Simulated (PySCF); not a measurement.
## Working out the ionisation energy of Kr

Kr [Kr] (1S) → Kr+ [Ar] 3d10 4s2 4p5 (2P). All numbers are calculated (PySCF 2.14, scalar relativity by spin-free X2C-1e, in Sapporo-DKH3-DZP-2012 (6s5p3d1f, 43 functions)). Frozen: [Ar] 3d10. Energies in hartree (1 hartree = 27.21139 eV):

```tsv
part	Kr (lower)	Kr+ (upper)
UHF	-2788.110262	-2787.628180
CCSD correlation	-0.137039	-0.113830
(T)	-0.001682	-0.001319
```

What does Hartree-Fock give?

(-2787.628180) − (-2788.110262) = 0.482082 hartree = 13.118 eV.

What do CCSD and CCSD(T) give?

The CCSD correlation energies differ by 0.023209 hartree = 0.632 eV and the triples by 0.000363 hartree = 0.010 eV, so CCSD gives 13.750 eV and CCSD(T) 13.760 eV.

Measured between the centres of the two terms (NIST): 14.222 eV, so CCSD(T) (valence) is off by -0.462 eV.

A double-zeta basis recovers only part of the correlation energy.

What remains against the reference includes basis incompleteness, the frozen core and higher excitations.
